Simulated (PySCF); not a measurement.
Isomers of C8H8S. Level of theory: TDDFT B3LYP/def2-SVPD, vertical, gas phase, core orbitals frozen in the response in PySCF 2.14.0, density-fitted response routines. Geometries: PBE0-D3(BJ)/def2-SVP; one conformer of each isolated species. Triplets are in the Tamm–Dancoff approximation.

A. `CC(=S)c1ccccc1`
B. `[C@H]12[C@@H]3C4[C@@H]5[C@@H]([C@]2([C@H]35)S)[C@H]41`
C. `C(c1ccccc1S)=C`
D. `CC(=S)[C@@]12[C@@H]3[C@H]4[C@@H]3[C@@H]1[C@H]42`

Lowest singlet levels (six at most, fewer where fewer were computed) with oscillator strengths:

1. 471 nm (f 0.000); 300 nm (f 0.230); 286 nm (f 0.001); 228 nm (f 0.019); 223 nm (f 0.052); 218 nm (f 0.002); T1 2.27 eV
2. 239 nm (f 0.013); 212 nm (f 0.013); 205 nm (f 0.000); 200 nm (f 0.011); 198 nm (f 0.008); 188 nm (f 0.008); T1 4.86 eV
3. 292 nm (f 0.067); 258 nm (f 0.110); 239 nm (f 0.297); 227 nm (f 0.044); 224 nm (f 0.021); 216 nm (f 0.014); T1 3.28 eV
4. 582 nm (f 0.000); 311 nm (f 0.114); 298 nm (f 0.249); 272 nm (f 0.002); 239 nm (f 0.000); 228 nm (f 0.013); T1 1.73 eV

Question: Match each spectrum to its molecule.

Answer: 1 = D, 2 = B, 3 = C, 4 = A.
- A: S1 at 2.13 eV, HOMO→LUMO (99%); Löwdin shares by element: HOMO sulfur 74%, carbon 15% or more; LUMO carbon 42% or more, sulfur 32% (atoms not listed hold the other 27%); HOMO -6.09 and LUMO -2.74 eV.
- B: S1 at 5.19 eV, HOMO→LUMO (96%); Löwdin shares by element: HOMO sulfur 59%, carbon 26% or more; LUMO sulfur 44%, hydrogen 22% or more, carbon 4% or more (atoms not listed hold the other 29%); HOMO -6.33 and LUMO -0.01 eV; point group Cs, 1 of its 6 listed states under f = 0.0005.
- C: S1 at 4.25 eV, HOMO→LUMO (80%), HOMO-1→LUMO (11%); Löwdin shares by element: HOMO sulfur 36%, carbon 32% or more (atoms not listed hold the other 32%); LUMO carbon 57% or more (atoms not listed hold the other 43%); HOMO -6.32 and LUMO -1.43 eV.
- D: S1 at 2.63 eV, HOMO→LUMO (100%); S1 has the pattern of n→π* at C=S; HOMO -5.88 and LUMO -1.93 eV; point group Cs, 1 of its 6 listed states under f = 0.0005.
